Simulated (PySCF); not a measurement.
# Polarisability and C₆ of Os (osmium, neutral)

[Xe] 4f14 5d6 6s2, high-spin 5D determinant. Computed with PySCF 2.14 in def2-QZVPPD with the def2 core potential (60 electrons) (7s5p4d4f2g, 88 functions), with a scalar-relativistic core potential. Coupled (time-dependent) response in atomic units; α is the mean over directions.

```csv
method,mean α (bohr³),"α xx, yy, zz",C₆ (like pair),S(−4)
B97-3,57.11,"56.77, 56.77, 57.79",647.8,1234
BP86,53.37,"52.02, 52.02, 56.08",595.7,1067
```

S(−4) is the Cauchy moment in α(ω) = α(0) + S(−4) ω² + …

Reference α: 57 ± 3 bohr³ (recommended; Schwerdtfeger and Nagle, table of static dipole polarizabilities (2023 update)). Published C₆: 584.0 (Gould and Bucko (2016)).

Spin-orbit coupling is absent.

α(iu) at BP86:

| u (hartree) | α(iu) (bohr³) |
| --- | --- |
| 0 | 53.37 |
| 0.0500 | 50.89 |
| 0.100 | 45.04 |
| 0.200 | 32.52 |
| 0.300 | 23.73 |
| 0.500 | 14.41 |
| 0.750 | 9.194 |
| 1.00 | 6.523 |
| 1.50 | 3.867 |
| 2.00 | 2.582 |
| 3.00 | 1.386 |
| 5.00 | 0.5805 |

The components differ because the open shell of this determinant is not spherical; for a pure term their mean is the scalar polarisability.

Energies and moments cover only the electrons outside the core potential. Spin-orbit coupling, absent here, splits the open shell strongly.
